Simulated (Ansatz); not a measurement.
Gas-phase electronic energies from Ansatz, PBE0-D4/def2-TZVP geometries. CCSD(T)/CBS adds triple-zeta CCSD(T) − MP2 to the extrapolated MP2 energy (def2 sets, frozen cores). Functionals use def2-TZVPP. Each species was taken in one conformer, which may not be the lowest.

Consider the substitution at a C–C bond: `CC(O)(O)Cl` + `BC=N` → `B/C=N/C` + `OC(O)Cl`.

Question: Is it downhill or uphill in electronic energy at CCSD(T)/CBS, and by how much? (Best estimate.)

Answer: Ansatz gave: Uphill: ΔE = +30.8 kJ/mol.

Question: What do these levels give: revPBE-D4, r2SCANh, MP2/def2-TZVPP, MP2/def2-QZVPP, SCS-MP2/def2-QZVPP, MP2/CBS(def2)? (Best estimate.)

Answer: Ansatz gave: revPBE-D4 19.3, r2SCANh 24.8, MP2/def2-TZVPP 30.0, MP2/def2-QZVPP 30.7, SCS-MP2/def2-QZVPP 29.0, MP2/CBS(def2) 31.4 kJ/mol.

Largest T1 diagnostic among the species: 0.012.

From BLYP to BHLYP (50 % exact exchange), in def2-TZVPP and without D4, ΔE moves by +9.3 kJ/mol. In def2-TZVPP, CCSD(T) changes the Hartree–Fock value by +5.1 kJ/mol (the triples alone add +0.0 kJ/mol) and MP2 by +5.6 kJ/mol.
